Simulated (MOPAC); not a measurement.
MOPAC input (MNDO):

```
MNDO 1SCF UHF MS=0.5 GEO-OK AUX(PRECISION=9) THREADS=1
OP

P    -0.00000000 1   -0.00000000 1   -0.51471894 1
O     0.00000000 1    0.00000000 1    0.96509801 1
```

Output:

```
 *******************************************************************************
 **                                                                           **
 **                              MOPAC v23.2.5                                **
 **                                                                           **
 *******************************************************************************
 ** MOPAC's Digital Object Identifier: https://doi.org/10.5281/zenodo.6511958 **
 **                                                                           **
 ** Please cite the open-source release paper for use of this MOPAC version:  **
 ** J. E. Moussa and J. J. P. Stewart (2026)                                  **
 ** MOPAC: An open-source semiempirical molecular orbital program             **
 ** J. Open Source Softw., 11(119), 8025, https://doi.org/10.21105/joss.08025 **
 *******************************************************************************

                              MNDO CALCULATION RESULTS

 *******************************************************************************
 *  MNDO       - The MNDO Hamiltonian to be used
 *  GEO-OK     - OVERRIDE INTERATOMIC DISTANCE AND OTHER SAFETY CHECKS
 *  UHF        - UNRESTRICTED HARTREE-FOCK CALCULATION
 *  MS=        - IN MECI, MAGNETIC COMPONENT OF SPIN =  0.5
 *  1SCF       - DO 1 SCF AND THEN STOP
 *  AUX        - OUTPUT AUXILIARY INFORMATION
 *******************************************************************************
MNDO 1SCF UHF MS=0.5 GEO-OK AUX(PRECISION=9) THREADS=1
 OP

   ATOM   CHEMICAL          X               Y               Z
  NUMBER   SYMBOL      (ANGSTROMS)     (ANGSTROMS)     (ANGSTROMS)

     1       P         -0.00000000  *  -0.00000000  *  -0.51471894  *
     2       O          0.00000000  *   0.00000000  *   0.96509801  *

          CARTESIAN COORDINATES

    NO.       ATOM           X           Y           Z

     1         P         -0.0000     -0.0000     -0.5147
     2         O          0.0000      0.0000      0.9651

  O: (MNDO): M.J.S. DEWAR, W. THIEL, J. AM. CHEM. SOC., 99, 4899, (1977)
  P: (MNDO): M.J.S.DEWAR, M.L.MCKEE, H.S. RZEPA,J. AM. CHEM. SOC., 100 3607 1978

           Empirical Formula: O P  =     2 atoms

      MOLECULAR POINT GROUP   :   C*v

          UHF CALCULATION, NO. OF ALPHA ELECTRONS =    6
                           NO. OF BETA  ELECTRONS =    5

 -------------------------------------------------------------------------------
 MNDO 1SCF UHF MS=0.5 GEO-OK AUX(PRECISION=9) THREADS=1
 OP

     1SCF WAS SPECIFIED, SO BFGS WAS NOT USED
     SCF FIELD WAS ACHIEVED

                              MNDO CALCULATION
                                                       MOPAC v23.2.5 Linux

          FINAL HEAT OF FORMATION =        -18.23229 KCAL/MOL =     -76.28390 KJ/MOL

          COSMO AREA              =         65.18 SQUARE ANGSTROMS
          COSMO VOLUME            =         47.85 CUBIC ANGSTROMS

          IONIZATION POTENTIAL    =          9.012994 EV
          ALPHA SOMO LUMO (EV)    =         -9.013 -1.381
          BETA  SOMO LUMO (EV)    =        -13.191 -1.088
          NO. OF ALPHA ELECTRONS  =          6
          NO. OF BETA  ELECTRONS  =          5
          MOLECULAR WEIGHT        =         46.9732         POINT GROUP:  C*v

          MOLECULAR DIMENSIONS (Angstroms)

            Atom       Atom       Distance
            O     2    P     1     1.47982
            O     2    P     1     0.00000
            P     1    O     2     0.00000

          SCF CALCULATIONS        =          1

   ATOM   CHEMICAL          X               Y               Z
  NUMBER   SYMBOL      (ANGSTROMS)     (ANGSTROMS)     (ANGSTROMS)

     1       P         -0.00000000  *  -0.00000000  *  -0.51471894  *
     2       O          0.00000000  *   0.00000000  *   0.96509801  *

                             CARTESIAN COORDINATES

   1    P       -0.000000000    -0.000000000    -0.514718940
   2    O        0.000000000     0.000000000     0.965098010

           Empirical Formula: O P  =     2 atoms

      MOLECULAR POINT GROUP   :   C*v

          ALPHA EIGENVALUES
 -39.45762 -19.88608 -14.93834 -13.89994 -13.78810  -9.01299  -1.38094   3.18653

           BETA EIGENVALUES
 -38.71436 -18.75093 -13.69794 -13.41741 -13.19129  -1.08818  -0.48809   3.75036

              NET ATOMIC CHARGES AND DIPOLE CONTRIBUTIONS

  ATOM NO.   TYPE          CHARGE      No. of ELECS.   s-Pop       p-Pop
    1          P           0.351839        4.6482     1.88647     2.76169
    2          O          -0.351839        6.3518     1.90940     4.44244
 DIPOLE           X         Y         Z       TOTAL
 POINT-CHG.     0.000     0.000    -2.501     2.501
 HYBRID         0.000    -0.000     1.171     1.171
 SUM            0.000    -0.000    -1.330     1.330

          ATOMIC ORBITAL ELECTRON POPULATIONS

     Atom    s        px        py        pz
    1  P   1.88647   1.27382   0.61521   0.87265
    2  O   1.90940   1.72618   1.38479   1.33147

                    (SZ)    =    0.500000
                    (S**2)  =    0.752424

          ATOMIC ORBITAL SPIN POPULATIONS

    Atom   Total    s     px     py     pz
         Atomic
    1  P  0.7700  0.012  0.726  0.035 -0.004
    2  O  0.2300  0.005  0.274 -0.035 -0.014

 **********************
 *                    *
 * JOB ENDED NORMALLY *
 *                    *
 **********************

 == MOPAC DONE ==
```
